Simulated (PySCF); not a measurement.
Isomers of C3H6OSi and their computed core-level spectra.

The calculation used delta-SCF UKS SCAN, pcX-2 on the ionised atom, pcseg-1 elsewhere, spin-free X2C in PySCF 2.14.0. Geometries: GFN2-xTB; isolated species, one conformer each.

Line lists (1s up to Mg, 2p3/2 beyond; areas count atoms within a level, one atom standing for each set equivalent by bonding):
1. C 1s: 290.41 (area 1), 290.75 (area 2) eV; O 1s: 538.38 eV; Si 2p3/2: 106.76 eV
2. C 1s: 290.27 (area 1), 290.55 (area 1), 292.43 (area 1) eV; O 1s: 538.10 eV; Si 2p3/2: 107.47 eV
3. C 1s: 291.04 (area 1), 291.10 (area 1), 292.80 (area 1) eV; O 1s: 537.45 eV; Si 2p3/2: 106.89 eV
4. C 1s: 290.68 (area 1), 291.07 (area 1), 293.37 (area 1) eV; O 1s: 537.80 eV; Si 2p3/2: 106.77 eV

Structures:
A. `C=CC(=O)[SiH3]`
B. `O[SiH2]C1C=C1`
C. `C=C([SiH3])C=O`
D. `C#C[SiH2]OC`

Q: Which list belongs to which compound?

A: 
- 1 = B: no other candidate has these counts of sites. C 1s: 290.41 sp3 carbon bound to silicon, 290.75 alkene CH carbon (×2); O 1s: 538.38 silanol oxygen; Si 2p3/2: 106.76 oxygen-bound silicon.
- 2 = D: another candidate has the same counts of sites, so positions decide. C 1s: 290.27 alkyne carbon, 290.55 terminal alkyne carbon, 292.43 methoxy carbon; O 1s: 538.10 silyl ether oxygen; Si 2p3/2: 107.47 oxygen-bound silicon.
- 3 = A: another candidate has the same counts of sites, so positions decide. C 1s: 291.04 alkene CH carbon, 291.10 terminal =CH2 carbon, 292.80 carbonyl carbon; O 1s: 537.45 carbonyl oxygen; Si 2p3/2: 106.89 SiH3 silicon.
- 4 = C: another candidate has the same counts of sites, so positions decide. C 1s: 290.68 fully substituted alkene carbon, 291.07 terminal =CH2 carbon, 293.37 aldehyde carbon; O 1s: 537.80 aldehyde oxygen; Si 2p3/2: 106.77 SiH3 silicon.

The 2p values add to the ΔSCF energy of one spin-free hole a correction within the shell (spin–orbit coupling, ligand field). 1 of these hole states is spin-contaminated (⟨S²⟩ 0.85, against 0.75; counted from 0.85) and less certain.
